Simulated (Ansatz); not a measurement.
HP (SMILES [PH]), triplet, at a GFN2-xTB geometry; PBE/def2-TZVP (Ansatz, a quantum-chemistry and plane-wave program).

Input for Ansatz:
Ansatz 0.2 input:
```yaml
crystal:
  periodic: [false, false, false]
  atoms:
    - {symbol: P, position_ang: [-0.00000000, -0.00000000, -0.08742886]}
    - {symbol: H, position_ang: [0.00000000, 0.00000000, 1.31143294]}
basis:
  gaussian:
    orbitals: def2-TZVP
    fitting: {mean_field: cc-pVTZ-JKFIT}
hamiltonian:
  xc: pbe
magnetization: {spin_polarized: true, initial_magnetization: 2}
```

What the program printed (banner, timings and long lists left out):

```
Functional definition: PBE
151 factors; integrals over basis functions are off by at most 3.0e-1 eV
mean field evaluation 1: about -9298.2530 eV, gradient 7.7e0 eV
mean field evaluation 2: about -9298.4958 eV, gradient 5.6e0 eV
mean field evaluation 4: about -9298.7037 eV, gradient 4.0e-1 eV
mean field evaluation 8: about -9298.7052 eV, gradient 1.9e-3 eV
mean field -9298.70517973 eV, -341.7211124662 hartree, gradient 8.5e-6 eV, S^2 2.006633; 0 other end points of the search recorded, 0 dependent functions left out
reference -9298.70520801 eV, -341.7211135057 hartree; 9, 7 occupied and 34, 36 virtual orbitals, 151 factors
Total energy: -9298.70520801 eV, -341.7211135057 hartree
```
